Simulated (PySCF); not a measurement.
H3SiGeH3, optimised at B3LYP/6-31G*:

```xyz
8

Si     0.0488    -0.0001     0.0676
Ge    -1.3266    -0.1025    -1.8926
H      0.1715    -1.3482     0.6863
H     -0.5437     0.9278     1.0692
H      1.4118     0.4866    -0.2798
H     -2.7464    -0.6068    -1.5470
H     -1.4632     1.2916    -2.5466
H     -0.7232    -1.0633    -2.9427
```

Energies from PySCF (xtb for GFN2), thermal terms from the rigid-rotor harmonic-oscillator model, ideal gas at 1 bar. 6-31G* has spherical d functions here. All species are closed-shell singlets. B3LYP is the form with VWN-RPA correlation. Ge: all electrons, no relativistic terms.

**Question.** List the harmonic frequencies (cm⁻¹, unscaled) at this level and at the other levels, each on its own geometry.

**Answer.** 
- B3LYP/6-31G*: 114, 351, 365, 365, 598, 598, 787, 883, 883, 904, 952, 952, 2102, 2116, 2116, 2236, 2251, 2251
- GFN2-xTB: 38, 346, 346, 380, 501, 501, 745, 790, 790, 858, 897, 897, 1934, 2022, 2022, 2254, 2258, 2258
- HF/6-31G*: 120, 374, 402, 402, 658, 658, 873, 972, 972, 1002, 1036, 1036, 2217, 2217, 2225, 2368, 2368, 2369
- PBE/def2-SVP: 114, 344, 350, 350, 572, 573, 753, 847, 856, 857, 906, 906, 2071, 2084, 2084, 2155, 2171, 2171
- PBE0/def2-TZVP: 119, 357, 360, 360, 594, 594, 783, 884, 884, 886, 940, 940, 2144, 2151, 2151, 2219, 2231, 2231
